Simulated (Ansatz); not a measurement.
One change: `COB(Cl)OC` becomes `COBCl`.

Ansatz, PBE0-D4/def2-TZVP geometries, multiplicity 1. Each molecule was computed in one conformer, which needn't be the lowest.

| property | `COB(Cl)OC` |
| --- | --- |
| HOMO–LUMO gap (B3LYP/def2-TZVPP) / eV | 8.91 |
| HOMO–LUMO gap (PBE/def2-TZVPP) / eV | 6.96 |
| size of the dipole moment (ωB97M-V/def2-TZVPP) / D | 2.32 |
| LUMO energy (PBE/def2-TZVPP) / eV | -0.06 |
| HOMO–LUMO gap (PBE0/def2-TZVPP) / eV | 9.48 |
| HOMO energy (ωB97M-V/def2-TZVPP) / eV | -10.93 |

Task: What does the change do to each property? (Best estimate.)

Result: Ansatz gave: 
| property | `COBCl` | shift |
| --- | --- | --- |
| HOMO–LUMO gap (B3LYP/def2-TZVPP) / eV | 7.99 | -0.92 |
| HOMO–LUMO gap (PBE/def2-TZVPP) / eV | 6.07 | -0.89 |
| size of the dipole moment (ωB97M-V/def2-TZVPP) / D | 2.69 | 0.37 |
| LUMO energy (PBE/def2-TZVPP) / eV | -1.28 | -1.22 |
| HOMO–LUMO gap (PBE0/def2-TZVPP) / eV | 8.48 | -1.00 |
| HOMO energy (ωB97M-V/def2-TZVPP) / eV | -11.08 | -0.15 |

With PBE0 the HOMO falls by 0.21 eV and the LUMO falls by 1.21 eV, so the gap narrows by about 1.00 eV. PBE moves the HOMO by -0.32 eV and ωB97M-V by -0.15 eV. The zero-point energy changes by -90.9 kJ/mol with -12 modes. Dipoles are sizes alone; their direction can turn.

B3LYP here is the variant with VWN-RPA as its local correlation; programs differ in this.
